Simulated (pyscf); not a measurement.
Structures and frequencies: ωB97X-D3(BJ)/def2-SVP in PySCF. Correlated levels are frozen-core, on RHF or UHF. ΔMP2 is the change of the MP2 total energy from the triple- to the quadruple-zeta basis.

Task: What is the homolytic dissociation enthalpy (298 K, CCSD(T)/def2-TZVPP + ΔMP2(QZVPP)) of the As–As bond of H₂Si=As–AsH₂, to H₂Si=As• + AsH₂•?

Result: As–As to H₂Si=As• + AsH₂•: 2.21 eV. The radicals are drawn with the spin at the cut bond; how far it spreads was not checked. H₂Si=As–AsH₂ lies 0.88 eV over its isomer cyclic H₄As₂Si (SMILES [SiH2]1[AsH][AsH]1), and others may lie lower still (electronic energy, ωB97M-D3(BJ)). Other isomers of H₂Si=As• were not searched in full and may lie lower. The CCSD(T) − MP2 part came from Ansatz, without density fitting, on the same reference. A UHF reference is spin-contaminated (<S²> up to 1.14), which harms MP2 most. The frozen core leaves the outer d or s,p core shells of the metals and heavy elements correlated in the MP2 and CC values, and def2-TZVPP describes them poorly, which can shift differences by a few kcal/mol. Elements up to Kr have no core potential and no relativistic terms here.
